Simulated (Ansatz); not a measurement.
`C[SiH2]SSC` → `CSSC` + `[SiH2]` at 500 K and 1 bar (silylene formation by 1,1-elimination).

Gas-phase electronic energies from Ansatz, PBE0-D4/def2-TZVP geometries. CBS: MP2 limit from def2 TZ/QZ plus the TZ coupled-cluster correction, frozen cores. This one scheme is used for every species. One conformer a species, not always the lowest.

```csv
species,CCSD(T)/CBS energy (Eh),H − E (kJ/mol),S (J/(mol·K))
`C[SiH2]SSC`,-1165.58998,305.4,464.0
`CSSC`,-875.26995,244.8,382.8
`[SiH2]`,-290.19011,48.0,226.5
```

H − E and S are ideal-gas, rigid-rotor, harmonic terms from PBE0-D4/def2-TZVP, for one conformer and one mirror image of each species. 1 Eh = 2625.50 kJ/mol, R = 8.31446 J/(mol·K).

By hand: ΔE, ΔH, ΔS and ΔG.

ΔE = (-875.26995) + (-290.19011) − (-1165.58998) = 0.12992 Eh = 341.1 kJ/mol. Δ(H − E) = 244.8 + 48.0 − 305.4 = -12.6, so ΔH = 328.5 kJ/mol. ΔS = 382.8 + 226.5 − 464.0 = 145.3 J/(mol·K). ΔG = 328.5 − 500 × (145.3)/1000 = 255.8 kJ/mol.

By hand: the equilibrium constant, and the temperature at which ΔG would vanish if ΔH and ΔS stayed fixed.

log₁₀ K = −ΔG/(RT ln 10) = -26.7. ΔG = 0 at ΔH/ΔS = 2261 K.

The number of gas molecules changes by +1, which sets the sign of ΔS. A doubt of 5 kJ/mol in ΔE shifts log₁₀ K by 0.5 here. Other conformers and mirror images would add mixing entropy, several J/(mol·K) or more a flexible species. These are equilibria of isolated gas molecules and say nothing of rates. Largest T1 diagnostic: 0.014 (customary marks: 0.02 for closed shells, 0.045 for open ones).
